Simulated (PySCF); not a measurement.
SnHBr, SMILES [Br][SnH] (connectivity only; charge and spin as stated), neutral, multiplicity 1.

The structure is a stationary point at PBE0-D3(BJ)/def2-TZVP. The def2 effective core potentials stand for the cores of Sn; spin–orbit coupling is left out.

Calculation: IEF-PCM-PBE0/def2-SVP (PySCF).

The values are the electrostatic part of the solvation free energy, E(continuum) − E(gas) at the gas-phase geometry, in a cavity of scaled van der Waals radii (PySCF's table); cavitation and dispersion terms are not included. A continuum can't describe solvent molecules that bind to the metal. In vacuum the orbital gap is 3.79 eV. The dipole moment in vacuum is 2.57 D.

```json
[
 {"solvent": "water", "ε": "78.36", "ΔG(elec) (kcal/mol)": "-3.9", "dipole (D)": "3.67", "gap (eV)": "4.06"},
 {"solvent": "toluene", "ε": "2.37", "ΔG(elec) (kcal/mol)": "-1.8", "dipole (D)": "3.07", "gap (eV)": "3.92"},
 {"solvent": "chloroform", "ε": "4.71", "ΔG(elec) (kcal/mol)": "-2.7", "dipole (D)": "3.34", "gap (eV)": "3.98"}
]
```
